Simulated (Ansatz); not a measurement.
`OC1(F)NB1[SiH3]` + H₂Te → `[SiH3][TeH]` + `OC1(F)BN1` at 700 K and 1 bar (cleavage of the Si–B bond).

Isolated molecules relaxed with PBE0-D4/def2-TZVP in Ansatz; ΔE leaves out vibrations. CBS: MP2 limit from def2 TZ/QZ plus the TZ coupled-cluster correction, frozen cores. Elements past krypton have def2 core potentials. For Te outer-core shells are correlated without core-valence functions, which leaves a few kJ/mol of doubt a bond. One conformer a species, not always the lowest.

```csv
species,CCSD(T)/CBS energy (Eh),H − E (kJ/mol),S (J/(mol·K))
`OC1(F)NB1[SiH3]`,-584.56642,264.3,495.0
H₂Te,-268.91024,57.2,261.6
`[SiH3][TeH]`,-559.21313,131.1,368.4
`OC1(F)BN1`,-294.28666,194.2,386.7
```

H − E and S are ideal-gas, rigid-rotor, harmonic terms from PBE0-D4/def2-TZVP, for one conformer and one mirror image of each species. 1 Eh = 2625.50 kJ/mol, R = 8.31446 J/(mol·K).

By hand: ΔE, ΔH, ΔS and ΔG.

ΔE = (-559.21313) + (-294.28666) − (-584.56642) − (-268.91024) = -0.02313 Eh = -60.7 kJ/mol. Δ(H − E) = 131.1 + 194.2 − 264.3 − 57.2 = 3.8, so ΔH = -56.9 kJ/mol. ΔS = 368.4 + 386.7 − 495.0 − 261.6 = -1.5 J/(mol·K). ΔG = -56.9 − 700 × (-1.5)/1000 = -55.9 kJ/mol.

By hand: the equilibrium constant, and the temperature at which ΔG would vanish if ΔH and ΔS stayed fixed.

log₁₀ K = −ΔG/(RT ln 10) = 4.2. ΔG = 0 at ΔH/ΔS = 37933 K, far beyond where these terms or the molecules hold.

The number of gas molecules stays the same, so ΔS is small and ΔH decides. A doubt of 5 kJ/mol in ΔE shifts log₁₀ K by 0.4 here. Other conformers and mirror images would add mixing entropy, several J/(mol·K) or more a flexible species. Modes under 60 cm⁻¹, often nearly free rotors, make the harmonic entropy too high. These are equilibria of isolated gas molecules and say nothing of rates. Largest T1 diagnostic: 0.014 (customary marks: 0.02 for closed shells, 0.045 for open ones).
